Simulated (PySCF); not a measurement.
ethoxycyclopropane (C₅H₁₀O), SMILES CCOC1CC1.

Geometry optimised at r2SCAN-D4/def2-SVP. Other conformers were not sampled.

The numbers are results of PySCF with M06-2X/def2-TZVP, not measurements.

The molecule is in vacuum.

Estimate the frontier levels, gap, dipole moment and polarisability. (Estimate from the structure and the level; the computed values follow.)


```yaml
highest_occupied_level: -8.59 eV
lowest_empty_level: 2.02 eV
orbital_gap: 10.61 eV
dipole_moment: 1.14 D
quadrupole, principal values (traceless, Buckingham form, about the centre of nuclear charge): -3.13, 0.00, 3.13 D·Å
mean_static_polarisability: 63.7 bohr³ (9.45 Å³)
polarisability_principal_values: 56.8, 59.4, 75.0 bohr³
```
